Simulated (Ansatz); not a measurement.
Frontier orbitals of CH₄AlFGe, SMILES `F[CH]1[AlH][GeH2]1`.

```xyz
8

F     0.475    1.578    1.419
C     0.597    0.518    0.555
Al    0.594    0.324   -1.379
Ge   -0.854   -0.860    0.133
H     1.385   -0.164    0.924
H     0.926    1.002   -2.772
H    -2.281   -0.272    0.112
H    -0.842   -2.126    1.007
```

Total charge 0; spin multiplicity 1. Correlated methods include outer-core shells of Ge, which these sets cover unevenly. Scalar relativity is left out up to krypton. The geometry is a stationary point of PBE0-D4/def2-TZVP. Basis def2-TZVPP, the Gaussian-basis code of Ansatz.

```
 functional  HOMO (eV)  LUMO (eV)  gap (eV)
LDA (SPW92)      -5.74      -3.07      2.67
        PBE      -5.61      -2.86      2.75
       PBE0      -6.59      -2.12      4.47
    LC-ωPBE      -8.98      -0.12      8.86
    ωB97M-V      -8.53      -0.45      8.08
```

Against PBE, PBE0 changes HOMO and LUMO by −0.98 and +0.73 eV, ωB97M-V by −2.92 and +2.41 eV. A gap of 2.76 eV thus becomes 8.08 eV for the same molecule, so an orbital gap means little without its functional.

LC-ωPBE has ω = 0.4 bohr⁻¹.
